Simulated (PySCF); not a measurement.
## Static response to an electric field

C2H11GeNSi.
Cartesian coordinates in Å at the PBE0-D3(BJ)/def2-SVP level; atoms count from 1:
```xyz
16
C2H11GeNSi angstrom
C     -1.8424   -1.0747   -0.6434
N     -0.5473   -0.4524   -0.5239
C     -0.3904    0.7258   -1.3376
Si     0.4670   -0.7725    0.8515
Ge     2.7420   -0.2900    0.3275
H     -2.6686   -0.4304   -0.2777
H     -2.0614   -1.3193   -1.6995
H     -1.8767   -2.0154   -0.0735
H     -1.0818    1.5455   -1.0531
H      0.6342    1.1225   -1.2665
H     -0.5789    0.4944   -2.4025
H      0.3213   -2.2239    1.1832
H      0.1155   -0.0096    2.1026
H      3.6603   -0.7897    1.4605
H      3.1646   -0.9871   -0.9805
H      2.9940    1.2223    0.1587
```

Level: PBE0/def2-SVPD (PySCF), static field, nuclei fixed, core orbitals frozen in the response. The polarisability tensor in these axes (au):

```
x   115.01   3.66   4.71
y     3.66  87.22  -4.43
z     4.71  -4.43  91.80
```

Question: Diagonalise the tensor; give its mean and Δα, where Δα² is half the sum of the squared differences of the eigenvalues.

Answer: Principal values 83.52, 94.31 and 116.20 au; mean 98.01 au = 14.52 Å³ = 16.16 × 10⁻⁴⁰ C²·m²/J; Δα = 28.84 au (29 % of the mean).

Question: What is the dipole moment, and where does it point?

Answer: (-1.02, 0.21, -0.57) D, 1.19 D in size, pointing from the negative to the positive side. Measured along this direction, the outermost atoms are H14 at the negative end and H7 and H6 at the positive end.

Question: Directions of the eigenvectors, and the extent of the frame along each?

Answer: Largest value along (0.98, 0.10, 0.17), where the nuclei span 6.47 Å; middle along (-0.09, -0.56, 0.82), 4.40 Å; least along (-0.18, 0.82, 0.54), 3.01 Å. The response follows the extents in order.

Question: Rayleigh depolarisation ratio (linearly polarised light, static tensor)?

Answer: ρ = 3Δα²/(45ᾱ² + 4Δα²) = 2495.2/(432261 + 3326.9) = 0.00573.

Question: Find the Langevin capture rate constant for H3O+ (19.018 u) meeting this molecule (150.987 u), k = 2.342 × 10⁻⁹ cm³/s × √(α in Å³ / reduced mass in u).

Answer: The reduced mass is 16.89 u, so k = 2.17 × 10⁻⁹ cm³/s. The formula leaves out the permanent dipole, which adds to the capture rate.

Geometry: PBE0-D3(BJ)/def2-SVP, one conformer, isolated molecule. The calculation is non-relativistic, for germanium too.
